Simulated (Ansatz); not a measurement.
Reaction (silylene formation by 1,1-elimination): `CC[SiH](Cl)OC` → `CC[Si]Cl` + CH₃OH

Isolated molecules relaxed with PBE0-D4/def2-TZVP in Ansatz; ΔE leaves out vibrations. CCSD(T)/CBS is the MP2 limit (def2-TZVPP, def2-QZVPP) plus CCSD(T) − MP2 in def2-TZVPP, frozen cores. This one scheme is used for every species. Functionals use def2-TZVPP. B3LYP here is the variant with VWN-RPA as its local correlation; programs differ in this. HSE06 is defined as in plane-wave codes. One conformer a species, not always the lowest.

```
             level  ΔE (kcal/mol)  difference from CCSD(T)/CBS
       LDA (SPW92)           74.7                          1.8
            PBE-D4           68.4                         -4.5
         revPBE-D4           67.7                         -5.2
           BLYP-D4           67.1                         -5.8
         r2SCAN-D4           76.0                          3.1
            B97M-V           73.2                          0.3
           PBE0-D4           72.7                         -0.2
          B3LYP-D4           71.1                         -1.8
        r2SCAN0-D4           77.4                          4.5
          HSE06-D4           72.5                         -0.4
          BHLYP-D4           76.0                          3.1
      CAM-B3LYP-D4           74.5                          1.6
           ωB97X-V           75.6                          2.7
           ωB97M-V           71.6                         -1.3
            B2PLYP           71.4                         -1.5
               PBE           66.1                         -6.8
            revPBE           62.2                        -10.7
            r2SCAN           75.3                          2.4
              PBE0           70.6                         -2.3
             B3LYP           67.5                         -5.4
           r2SCANh           75.8                          2.9
           r2SCAN0           76.6                          3.7
             HSE06           70.6                         -2.3
             BHLYP           73.2                          0.3
         CAM-B3LYP           72.4                         -0.5
           LC-ωPBE           75.9                          3.0
RPA@PBE/def2-TZVPP           68.5                         -4.4
       HF/def2-SVP           70.7                         -2.2
      MP2/def2-SVP           73.7                          0.8
     CCSD/def2-SVP           68.7                         -4.2
  CCSD(T)/def2-SVP           68.7                         -4.2
     HF/def2-TZVPP           73.7                          0.8
SCS-MP2/def2-TZVPP           74.5                          1.6
   CCSD/def2-TZVPP           72.3                         -0.6
CCSD(T)/def2-TZVPP           72.2                         -0.7
     HF/def2-QZVPP           74.0                          1.1
    MP2/def2-QZVPP           76.8                          3.9
SCS-MP2/def2-QZVPP           75.1                          2.2
      HF/CBS(def2)           74.0                          1.1
    CCSD/CBS(def2)           73.0                          0.1
       CCSD(T)/CBS           72.9                            0
```

Largest T1 diagnostic among the species: 0.012.

Leaving LDA and LC-ωPBE aside and taking each functional with its dispersion term where it has one, the values spread over 10.4 kcal/mol, from BLYP-D4 to r2SCAN0-D4. LDA lies +8.6 kcal/mol from PBE without D4. The D4 term adds +3.6 kcal/mol with B3LYP and +2.1 kcal/mol with PBE0; it sums over pairs of atoms, weighted by their polarisabilities, and B3LYP, whose exchange is more repulsive, gets the larger term. From r2SCAN to r2SCAN0 (25 % exact exchange), in def2-TZVPP and without D4, ΔE moves by +1.3 kcal/mol.
